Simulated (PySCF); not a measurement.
Isomers of C2HBrN2S, mass 163.904 u with the commonest isotopes. The calculation used PBE0-D3(BJ)/def2-SVP geometry optimisation, gas phase (PySCF 2.14.0). One conformer each, none proved a minimum here; rigid rotors.

Problem. Order these by dipole moment, smallest first.
A. `c1c(nsn1)Br`
B. `BrC1=NSC=N1`
C. `c1snnc1Br`

Solution. A (0.81 D), B (2.67 D), C (3.37 D).

Problem. Order these by rotational constant B, largest first.
A. `BrC1=NSN=C1`
B. `Brc1csnn1`
C. `Brc1ncsn1`

Solution. C (1010 MHz), A (986.5 MHz), B (965.3 MHz).

```csv
SMILES,point group,Ia (u·Å²),Ib (u·Å²),Ic (u·Å²),κ,μa (D),μb (D),μc (D)
Brc1ncsn1,Cs,66.42,500.51,566.92,-0.96,2.53,0.86,0.00
Brc1cnsn1,Cs,65.45,512.27,577.72,-0.97,0.14,0.80,0.00
Brc1csnn1,Cs,65.11,523.53,588.64,-0.97,0.16,3.36,0.00
```
